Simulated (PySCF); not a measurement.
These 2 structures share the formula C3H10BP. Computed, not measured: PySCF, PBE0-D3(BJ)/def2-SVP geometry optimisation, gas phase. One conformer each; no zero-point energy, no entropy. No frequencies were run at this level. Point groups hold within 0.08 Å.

Task: Order them by energy at this level, lowest first, and give relative energies in kJ/mol.
A. `[PH3+:1][BH2-:2][CH:3]1[CH2:4][CH2:5]1` with P1–B2–C3–C4 75°
B. `[CH3:1][CH:2]([CH3:3])[BH:4][PH2:5]` with C1–C2–B4–P5 -132°, C2–B4–P5–H -141° and -38°

Result: B (0.0), A (93.2).

As drawn, the higher has a three-membered ring, which the lower lacks.

```tsv
SMILES	E (Eh)	E rel (kJ/mol)	dipole (D)	point group	A, B, C (MHz)
CC(C)BP	-486.01175	0.0	1.06	C1	7132, 1840, 1605
[PH3+][BH2-]C1CC1	-485.97625	93.2	4.01	C1	9670, 1892, 1732
```
